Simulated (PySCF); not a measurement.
**Phosphorus: a sound run and one with changed settings**

Sound run: P+ [Ne] 3s2 3p2, P(2+) [Ne] 3s2 3p1. Calculation: PySCF 2.14, in pcseg-2 (5s4p2d1f, 34 functions); the non-relativistic Hamiltonian (point nucleus). In the sound run the correlated levels freeze [Ne]. The sound run starts from symmetry-adapted Hartree-Fock orbitals and uses a fine grid where one is needed.

Changed run: the spin-free X2C one-electron Hamiltonian (Gaussian nucleus). This setting is unsound on purpose.

```
species   method  sound run (hartree)  changed run (hartree)  converged
     P+      UHF           -340.34439             -341.08298        yes
     P+     TPSS           -340.90456             -341.64417        yes
     P+   M06-2X           -340.86798             -341.60864        yes
     P+      MP2           -340.40357             -341.14220        yes
     P+  CCSD(T)           -340.42493             -341.16351        yes
  P(2+)      UHF           -339.64061             -340.37915        yes
  P(2+)     TPSS           -340.17584             -340.91549        yes
  P(2+)   M06-2X           -340.14803             -340.88870        yes
  P(2+)      MP2           -339.68520             -340.42376        yes
  P(2+)  CCSD(T)           -339.70473             -340.44321        yes
```

Ionisation energy of P+:

```json
{"method": "UHF", "sound run (eV)": "19.151", "changed run (eV)": "19.152"}
{"method": "TPSS", "sound run (eV)": "19.830", "changed run (eV)": "19.829"}
{"method": "M06-2X", "sound run (eV)": "19.591", "changed run (eV)": "19.591"}
{"method": "MP2", "sound run (eV)": "19.548", "changed run (eV)": "19.550"}
{"method": "SCS-MP2", "sound run (eV)": "19.465", "changed run (eV)": "19.467"}
{"method": "CCSD", "sound run (eV)": "19.571", "changed run (eV)": "19.573"}
{"method": "CCSD(T)", "sound run (eV)": "19.598", "changed run (eV)": "19.600"}
```

Most of the change in total energy is the relativistic energy itself. On top of that the contraction fixes the core shape for the Hamiltonian it was made with, so the changed run is not a good calculation with the other Hamiltonian either.

For comparison, NIST gives 19.769 eV between the lowest levels.
